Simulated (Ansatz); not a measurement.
Computed with Ansatz on PBE0-D4/def2-TZVP structures; ΔE is electronic, products minus reactants. CBS: MP2 limit from def2 TZ/QZ plus the TZ coupled-cluster correction, frozen cores. This one scheme is used for every species. Functionals use def2-TZVPP. B3LYP here is the variant with VWN-RPA as its local correlation; programs differ in this. Elements past krypton have def2 core potentials. For In outer-core shells are correlated without core-valence functions, which leaves a few kJ/mol of doubt a bond. Each species was taken in one conformer, which may not be the lowest.

Reaction (substitution at a C–In bond): `C[O][In]([CH3])[Cl]` + CH₃OH → `COC` + `C[O][InH][Cl]`

```csv
level,ΔE (kJ/mol),difference from CCSD(T)/CBS
PBE-D4,66.9,-9.6
ωB97X-V,62.3,-14.2
PBE,66.8,-9.7
r2SCAN,66.0,-10.5
B3LYP,64.5,-12.0
HF/def2-TZVPP,54.6,-21.9
MP2/def2-TZVPP,81.3,4.8
SCS-MP2/def2-TZVPP,73.8,-2.7
MP2/CBS(def2),86.0,9.5
CCSD/CBS(def2),75.0,-1.5
CCSD(T)/CBS,76.5,0
```

Largest T1 diagnostic among the species: 0.016.

In def2-TZVPP, CCSD(T) changes the Hartree–Fock value by +17.2 kJ/mol (the triples alone add +1.5 kJ/mol) and MP2 by +26.7 kJ/mol.
